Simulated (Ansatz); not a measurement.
Ansatz (a quantum-chemistry and plane-wave program) input (B3LYP-D3(BJ)/def2-TZVP):

Ansatz 0.2 input:
```yaml
crystal:
  periodic: [false, false, false]
  atoms:
    - {symbol: C, position_ang: [-1.79945366, 1.02607453, 0.79366651]}
    - {symbol: C, position_ang: [-0.71992424, 0.04809683, 0.55818629]}
    - {symbol: C, position_ang: [-1.26138565, -1.21247188, -0.12404417]}
    - {symbol: C, position_ang: [0.42758381, 0.69298811, -0.23486636]}
    - {symbol: C, position_ang: [1.67310529, -0.18204193, -0.33531987]}
    - {symbol: O, position_ang: [2.70992614, 0.60238199, -0.88870350]}
    - {symbol: H, position_ang: [-1.57838424, 2.06892192, 0.90307784]}
    - {symbol: H, position_ang: [-2.81460931, 0.70137833, 0.91115190]}
    - {symbol: H, position_ang: [-0.29918593, -0.26382479, 1.53368024]}
    - {symbol: H, position_ang: [-2.10615615, -1.60713683, 0.43521636]}
    - {symbol: H, position_ang: [-1.59528170, -0.97789958, -1.13190000]}
    - {symbol: H, position_ang: [-0.49951086, -1.98529584, -0.17958987]}
    - {symbol: H, position_ang: [0.08669689, 0.93879784, -1.24140478]}
    - {symbol: H, position_ang: [0.72360504, 1.62401222, 0.25098258]}
    - {symbol: H, position_ang: [1.95791356, -0.53843796, 0.66679758]}
    - {symbol: H, position_ang: [1.48080234, -1.05651076, -0.97164484]}
    - {symbol: H, position_ang: [3.49962721, 0.06109926, -0.98654761]}
basis:
  gaussian:
    orbitals: def2-TZVP
hamiltonian:
  xc: b3lyp
  dispersion: d3bj
magnetization: {spin_polarized: true, initial_magnetization: 1}
relax: {f_tol: 0.002, max_steps: 150}
```

Output:

```
Functional definition: B3LYP
integrals: 0.19 GiB planned
1535 factors; their error is unknown
0.34 GiB of the device are held for the grids
1.48 GiB of device memory are held for the factors and their scratch space
mean field: 1.74 GiB planned
mean field evaluation 1: about -7398.0413 eV, gradient 5.8e1 eV
mean field evaluation 2: about -7385.3574 eV, gradient 7.8e1 eV
mean field evaluation 4: about -7412.8784 eV, gradient 4.5e0 eV
mean field evaluation 8: about -7412.9557 eV, gradient 6.5e-2 eV
mean field evaluation 16: about -7412.9188 eV, gradient 3.4e-4 eV
mean field -7412.91879064 eV, -272.4197408991 hartree, gradient 8.4e-5 eV, S^2 0.753903; 0 other end points of the search recorded, 0 dependent functions left out
the calculation of the forces begins
reference -7412.91910477 eV, -272.4197524434 hartree; 25, 24 occupied and 227, 228 virtual orbitals, 1535 factors
relax step   1: F+E_penalty+E_count = -7413.50873727 eV  Δ(F+E_penalty+E_count) = +0.000e0 eV  max|allowed force component| = 3.590e-1 eV/Å  Δτ_max = 0.0000 Å  (32 SCF iters, accepted)
these checks for a lower state are left out or cut short: starts, cluster_reference, orbital_swaps, neighbouring_geometries, increment
integrals: 0.19 GiB planned
1535 factors; their error is unknown
0.34 GiB of the device are held for the grids
1.48 GiB of device memory are held for the factors and their scratch space
mean field: 1.74 GiB planned
mean field -7412.93539132 eV, -272.4203509630 hartree, gradient 1.7e-5 eV, S^2 0.753945; 0 other end points of the search recorded, 0 dependent functions left out
the calculation of the forces begins
reference -7412.93570673 eV, -272.4203625542 hartree; 25, 24 occupied and 227, 228 virtual orbitals, 1535 factors
relax step   2: F+E_penalty+E_count = -7413.52319272 eV  Δ(F+E_penalty+E_count) = -1.446e-2 eV  max|allowed force component| = 2.215e-1 eV/Å  Δτ_max = 0.0264 Å  (34 SCF iters, accepted)
these checks for a lower state are left out or cut short: starts, cluster_reference, orbital_swaps, neighbouring_geometries, increment
integrals: 0.19 GiB planned
1535 factors; their error is unknown
0.34 GiB of the device are held for the grids
1.48 GiB of device memory are held for the factors and their scratch space
mean field: 1.74 GiB planned
mean field evaluation 32: about -7412.9377 eV, gradient 1.4e-5 eV
mean field -7412.93766681 eV, -272.4204345855 hartree, gradient 1.4e-5 eV, S^2 0.753952; 0 other end points of the search recorded, 0 dependent functions left out
the calculation of the forces begins
reference -7412.93798249 eV, -272.4204461865 hartree; 25, 24 occupied and 227, 228 virtual orbitals, 1535 factors
relax step   3: F+E_penalty+E_count = -7413.52531896 eV  Δ(F+E_penalty+E_count) = -2.126e-3 eV  max|allowed force component| = 6.854e-2 eV/Å  Δτ_max = 0.0158 Å  (34 SCF iters, accepted)
these checks for a lower state are left out or cut short: starts, cluster_reference, orbital_swaps, neighbouring_geometries, increment
integrals: 0.19 GiB planned
1535 factors; their error is unknown
0.34 GiB of the device are held for the grids
1.48 GiB of device memory are held for the factors and their scratch space
mean field: 1.74 GiB planned
mean field -7412.93820310 eV, -272.4204542940 hartree, gradient 1.4e-5 eV, S^2 0.753954; 0 other end points of the search recorded, 0 dependent functions left out
the calculation of the forces begins
reference -7412.93851879 eV, -272.4204658954 hartree; 25, 24 occupied and 227, 228 virtual orbitals, 1535 factors
relax step   4: F+E_penalty+E_count = -7413.52567161 eV  Δ(F+E_penalty+E_count) = -3.527e-4 eV  max|allowed force component| = 1.467e-2 eV/Å  Δτ_max = 0.0117 Å  (35 SCF iters, accepted)
these checks for a lower state are left out or cut short: starts, cluster_reference, orbital_swaps, neighbouring_geometries, increment
integrals: 0.19 GiB planned
1535 factors; their error is unknown
0.34 GiB of the device are held for the grids
1.48 GiB of device memory are held for the factors and their scratch space
mean field: 1.74 GiB planned
mean field -7412.93829351 eV, -272.4204576165 hartree, gradient 1.5e-5 eV, S^2 0.753951; 0 other end points of the search recorded, 0 dependent functions left out
the calculation of the forces begins
reference -7412.93860922 eV, -272.4204692184 hartree; 25, 24 occupied and 227, 228 virtual orbitals, 1535 factors
relax step   5: F+E_penalty+E_count = -7413.52585527 eV  Δ(F+E_penalty+E_count) = -1.837e-4 eV  max|allowed force component| = 1.257e-2 eV/Å  Δτ_max = 0.0164 Å  (34 SCF iters, accepted)
these checks for a lower state are left out or cut short: starts, cluster_reference, orbital_swaps, neighbouring_geometries, increment
integrals: 0.19 GiB planned
1535 factors; their error is unknown
0.34 GiB of the device are held for the grids
1.48 GiB of device memory are held for the factors and their scratch space
mean field: 1.74 GiB planned
mean field -7412.93804918 eV, -272.4204486373 hartree, gradient 1.5e-5 eV, S^2 0.753940; 0 other end points of the search recorded, 0 dependent functions left out
the calculation of the forces begins
reference -7412.93836509 eV, -272.4204602469 hartree; 25, 24 occupied and 227, 228 virtual orbitals, 1535 factors
relax step   6: F+E_penalty+E_count = -7413.52556069 eV  Δ(F+E_penalty+E_count) = +2.946e-4 eV  max|allowed force component| = 5.647e-2 eV/Å  Δτ_max = 0.0216 Å  (34 SCF iters, rejected (line search))
these checks for a lower state are left out or cut short: starts, cluster_reference, orbital_swaps, neighbouring_geometries, increment
integrals: 0.19 GiB planned
1535 factors; their error is unknown
0.34 GiB of the device are held for the grids
1.48 GiB of device memory are held for the factors and their scratch space
mean field: 1.74 GiB planned
mean field -7412.93835938 eV, -272.4204600372 hartree, gradient 1.4e-5 eV, S^2 0.753952; 0 other end points of the search recorded, 0 dependent functions left out
the calculation of the forces begins
reference -7412.93867513 eV, -272.4204716406 hartree; 25, 24 occupied and 227, 228 virtual orbitals, 1535 factors
relax step   7: F+E_penalty+E_count = -7413.52590452 eV  Δ(F+E_penalty+E_count) = -4.924e-5 eV  max|allowed force component| = 1.210e-3 eV/Å  Δτ_max = 0.0058 Å  (36 SCF iters, accepted)
these checks for a lower state are left out or cut short: starts, cluster_reference, orbital_swaps, neighbouring_geometries, increment
integrals: 0.19 GiB planned
1535 factors; their error is unknown
0.34 GiB of the device are held for the grids
1.48 GiB of device memory are held for the factors and their scratch space
mean field: 1.74 GiB planned
mean field evaluation 64: about -7412.9376 eV, gradient 4.9e-1 eV
mean field -7412.93836753 eV, -272.4204603365 hartree, gradient 1.4e-5 eV, S^2 0.753951; 0 other end points of the search recorded, 0 dependent functions left out
the calculation of the forces begins
reference -7412.93868330 eV, -272.4204719408 hartree; 25, 24 occupied and 227, 228 virtual orbitals, 1535 factors
relax step   8: F+E_penalty+E_count = -7413.52591334 eV  Δ(F+E_penalty+E_count) = -8.819e-6 eV  max|allowed force component| = 1.171e-3 eV/Å  Δτ_max = 0.0055 Å  (35 SCF iters, accepted)
these checks for a lower state are left out or cut short: starts, cluster_reference, orbital_swaps, neighbouring_geometries, increment
integrals: 0.19 GiB planned
1535 factors; their error is unknown
0.34 GiB of the device are held for the grids
1.48 GiB of device memory are held for the factors and their scratch space
mean field: 1.74 GiB planned
mean field -7412.93835101 eV, -272.4204597295 hartree, gradient 1.4e-5 eV, S^2 0.753952; 0 other end points of the search recorded, 0 dependent functions left out
the calculation of the forces begins
reference -7412.93866676 eV, -272.4204713331 hartree; 25, 24 occupied and 227, 228 virtual orbitals, 1535 factors
relax step   9: F+E_penalty+E_count = -7413.52591417 eV  Δ(F+E_penalty+E_count) = -8.382e-7 eV  max|allowed force component| = 9.992e-4 eV/Å  Δτ_max = 0.0021 Å  (35 SCF iters, accepted)
integrals: 0.19 GiB planned
1535 factors; their error is unknown
0.34 GiB of the device are held for the grids
1.48 GiB of device memory are held for the factors and their scratch space
mean field: 1.74 GiB planned
mean field evaluation 96: about -7412.9384 eV, gradient 8.9e-4 eV
mean field -7412.93835101 eV, -272.4204597295 hartree, gradient 1.4e-5 eV, S^2 0.753952; 1 other end points of the search recorded, 0 dependent functions left out
the calculation of the forces begins
reference -7412.93866676 eV, -272.4204713331 hartree; 25, 24 occupied and 227, 228 virtual orbitals, 1535 factors
Total energy: -7413.52622992 eV, -272.4420638811 hartree
Atom 0 at    -1.815757     1.034539     0.776346 Å, force     0.000405     0.000991    -0.000999 eV/Å
Atom 1 at    -0.723878     0.050273     0.547401 Å, force     0.000330    -0.000286    -0.000034 eV/Å
Atom 2 at    -1.253215    -1.218364    -0.134792 Å, force    -0.000101    -0.000459     0.000382 eV/Å
Atom 3 at     0.443326     0.695183    -0.216848 Å, force    -0.000387     0.000112     0.000293 eV/Å
Atom 4 at     1.677249    -0.180158    -0.321138 Å, force    -0.000089     0.000491     0.000053 eV/Å
Atom 5 at     2.712051     0.596410    -0.922199 Å, force     0.000295    -0.000393     0.000088 eV/Å
Atom 6 at    -1.597580     2.088159     0.888728 Å, force    -0.000401    -0.000113     0.000268 eV/Å
Atom 7 at    -2.829338     0.702940     0.958589 Å, force     0.000178    -0.000129     0.000465 eV/Å
Atom 8 at    -0.329902    -0.255162     1.533738 Å, force    -0.000271    -0.000318    -0.000183 eV/Å
Atom 9 at    -2.106631    -1.622926     0.412355 Å, force    -0.000161    -0.000162     0.000032 eV/Å
Atom 10 at    -1.581374    -0.996601    -1.152958 Å, force    -0.000003     0.000065    -0.000009 eV/Å
Atom 11 at    -0.493065    -1.998691    -0.184849 Å, force     0.000028    -0.000124    -0.000044 eV/Å
Atom 12 at     0.114267     0.971274    -1.222555 Å, force    -0.000020     0.000012     0.000045 eV/Å
Atom 13 at     0.733281     1.621494     0.285999 Å, force     0.000334     0.000037    -0.000206 eV/Å
Atom 14 at     1.978396    -0.516718     0.680347 Å, force    -0.000204    -0.000150    -0.000097 eV/Å
Atom 15 at     1.470546    -1.070759    -0.924830 Å, force    -0.000046     0.000113    -0.000004 eV/Å
Atom 16 at     3.486994     0.039237    -1.044595 Å, force     0.000114     0.000313    -0.000050 eV/Å
Dipole moment:     0.067166    -0.340830     0.098339 e Å
```

It need not be the lowest isomer of its formula.
